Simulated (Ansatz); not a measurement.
Consider the ligand exchange at the Si–C bond: `OC([SiH3])[AsH2]` + H₂S → `[SiH3]S` + `OC[AsH2]`.

Isolated molecules relaxed with PBE0-D4/def2-TZVP in Ansatz; ΔE leaves out vibrations. CBS: MP2 limit from def2 TZ/QZ plus the TZ coupled-cluster correction, frozen cores. This one scheme is used for every species. Functionals use def2-TZVPP. B3LYP here is the variant with VWN-RPA as its local correlation; programs differ in this. For As outer-core shells are correlated without core-valence functions, which leaves a few kJ/mol of doubt a bond. Scalar relativity is left out up to krypton. Each species was taken in one conformer, which may not be the lowest.

`OC([SiH3])[AsH2]`:

```xyz
11

O     1.614   -0.840   -0.421
C     0.226   -0.631   -0.244
Si   -0.028    0.353    1.343
As   -0.549    0.286   -1.845
H     1.757   -1.360   -1.219
H    -0.322   -1.581   -0.169
H     0.628    1.678    1.211
H    -1.489    0.535    1.544
H     0.541   -0.366    2.515
H    -0.383    1.715   -1.341
H    -1.995    0.212   -1.374
```

H₂S:

Cartesian coordinates in Å:
```
S 0.502 0.202 0.301
H 0.291 -0.751 -0.619
H -0.793 0.548 0.318
```

`[SiH3]S`:

```xyz
6

Si    0.161   -0.312    0.394
S    -0.819    0.192   -1.437
H     1.622   -0.054    0.322
H    -0.088   -1.762    0.572
H    -0.401    0.444    1.542
H    -0.475    1.491   -1.393
```

`OC[AsH2]`:

Cartesian coordinates in Å:
```
O 1.182 -0.545 -1.024
C 0.388 -0.538 0.135
As -1.419 0.241 -0.221
H 1.420 0.360 -1.239
H 0.870 -0.019 0.968
H 0.236 -1.579 0.421
H -0.901 1.677 -0.294
H -1.777 0.404 1.254
```

| species | B3LYP energy (Eh) |
| --- | --- |
| `OC([SiH3])[AsH2]` | -2643.00478 |
| H₂S | -399.42676 |
| `[SiH3]S` | -690.17307 |
| `OC[AsH2]` | -2352.28473 |

Q: Work out ΔE.

A: ΔE = (-690.17307) + (-2352.28473) − (-2643.00478) − (-399.42676) = -0.02626 Eh = -16.5 kcal/mol. CCSD(T)/CBS gives -14.4 kcal/mol.

Largest T1 diagnostic among the species: 0.012.

The D4 term adds +1.8 kcal/mol with B3LYP and +1.0 kcal/mol with PBE0; it sums over pairs of atoms, weighted by their polarisabilities, and B3LYP, whose exchange is more repulsive, gets the larger term. In def2-TZVPP, CCSD(T) changes the Hartree–Fock value by +3.5 kcal/mol (the triples alone add +0.4 kcal/mol) and MP2 by +3.2 kcal/mol.
